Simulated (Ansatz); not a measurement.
`CN([SiH2]O)[SiH](O)F` + `N[SiH3]` → `O[SiH](F)N[SiH3]` + `CN[SiH2]O`  (ligand exchange at the Si–N bond)

Computed with Ansatz on PBE0-D4/def2-TZVP structures; ΔE is electronic, products minus reactants. CCSD(T)/CBS is the MP2 limit (def2-TZVPP, def2-QZVPP) plus CCSD(T) − MP2 in def2-TZVPP, frozen cores. This one scheme is used for every species. DFT in def2-TZVPP. B3LYP here is the variant with VWN-RPA as its local correlation; programs differ in this. Each species was taken in one conformer, which may not be the lowest.

```csv
level,ΔE (kJ/mol),difference from CCSD(T)/CBS
PBE-D4,-4.8,-0.2
r2SCAN-D4,-3.0,1.6
PBE0-D4,-4.3,0.3
B3LYP-D4,-4.2,0.4
ωB97X-V,-4.7,-0.1
ωB97M-V,-4.1,0.5
B2PLYP,-8.3,-3.7
PBE,-9.8,-5.2
r2SCAN,-4.5,0.1
PBE0,-8.7,-4.1
B3LYP,-12.1,-7.5
HF/def2-TZVPP,-15.1,-10.5
MP2/def2-TZVPP,-2.9,1.7
SCS-MP2/def2-TZVPP,-5.7,-1.1
CCSD/def2-TZVPP,-5.5,-0.9
CCSD(T)/def2-TZVPP,-3.5,1.1
HF/def2-QZVPP,-15.4,-10.8
MP2/def2-QZVPP,-3.6,1.0
SCS-MP2/def2-QZVPP,-6.4,-1.8
HF/CBS(def2),-15.4,-10.8
MP2/CBS(def2),-4.0,0.6
CCSD/CBS(def2),-6.6,-2.0
CCSD(T)/CBS,-4.6,0
```

Largest T1 diagnostic among the species: 0.011.

The D4 term adds +8.0 kJ/mol with B3LYP and +4.4 kJ/mol with PBE0; it sums over pairs of atoms, weighted by their polarisabilities, and B3LYP, whose exchange is more repulsive, gets the larger term. In def2-TZVPP, CCSD(T) changes the Hartree–Fock value by +11.6 kJ/mol (the triples alone add +2.0 kJ/mol) and MP2 by +12.2 kJ/mol.
